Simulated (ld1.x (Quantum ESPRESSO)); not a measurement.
## Varying the TM potential for oxygen (O)

Base potential:

ld1.x (Quantum ESPRESSO) 7.5 input, shortened:

```
&input
   title='O', zed=8., rel=1, dft='PZ', iswitch=3,
   config='[He] 2s1.75 2p4.25 3d-2'
 /
 &inputp
   pseudotype=2, tm=.true., lloc=0,
   nlcc=.true., rcore=0.30
 /
3
2P  2  1   4.25   0.00  1.20  1.20  0.0
3D  3  2  -2.00  -0.10  1.10  1.10  0.0
2S  1  0   1.75   0.00  0.55  0.55  0.0
 &test
   configts(1)='2s1.75 2p4.25'
 /
```

All-electron outer shells of the reference configuration (LDA (PZ), scalar-relativistic, ld1.x):

```json
{"shell": "1s", "level (eV)": "-511.04", "outermost node (bohr)": "–", "outermost maximum (bohr)": "0.13"}
{"shell": "2s", "level (eV)": "-23.87", "outermost node (bohr)": "0.28", "outermost maximum (bohr)": "0.88"}
{"shell": "2p", "level (eV)": "-9.30", "outermost node (bohr)": "–", "outermost maximum (bohr)": "0.82"}
```

Cutoffs, loose and tight: the cutoffs (Ry, on a coarse ladder) from which the occupation-weighted sum of valence levels, in a spherical-Bessel basis at the reference potential, stays within 10 and 1 mRy of its value at 400 Ry. They do not see the model core or the augmentation charge, which bear on the density cutoff. Test errors are all-electron minus pseudo excitation energies from the reference, over the configurations 2s2 2p4; 2s2 2p3; 2s2 2p2; 2s0 2p6; 2s1 2p5; 2s2 2p3.5; 2s2 2p4.3 (two spin-polarised tests are not counted in the largest error). A dash means not determined; rows that change the core or the reference have their own tests.

Cutoffs are not given where the Bessel-basis levels miss the radial ones by over 6 mRy, ghosts where they miss by over 20 mRy; a channel whose overlap is not positive is not tested.

```csv
change,outcome,"cutoff, loose","cutoff, tight",bound ghosts,largest test error (meV)
base,generated,260 Ry,over 300 Ry,none,+79
local potential the p channel,generated,260 Ry,over 300 Ry,none,+55
core correction a·sin(br)/r model core inside 0.32 bohr,generated,260 Ry,over 300 Ry,none,+79
wave 3d channel at -0.1 Ry: rc 1.10 bohr becomes 3d channel at -0.1 Ry: rc 0.72 bohr,generated,260 Ry,over 300 Ry,none,+79
functional PBE,generated,260 Ry,over 300 Ry,none,+83
wave 3d channel at -0.1 Ry: rc 1.10 bohr becomes 3d channel at 4.2 Ry: rc 1.10 bohr,generated,260 Ry,over 300 Ry,none,+79
```

Problem. What comes out with this change to the base: wave 2s (bound): rc 0.55 bohr becomes 2s (bound): rc 0.40 bohr?

Solution. outcome: generated; bound ghosts: not determined; largest test error (meV): +140.

Problem. What comes out with this change to the base: all radii but the core radius scaled by about 0.75 (s 0.42, p 0.90, d 0.82 bohr)?

Solution. outcome: generated; bound ghosts: not determined; largest test error (meV): +81.

Problem. What comes out with this change to the base: reference 2s1 2p5?

Solution. outcome: generated; cutoff, loose: 230 Ry; cutoff, tight: over 300 Ry; bound ghosts: none; largest test error (meV): +1196.
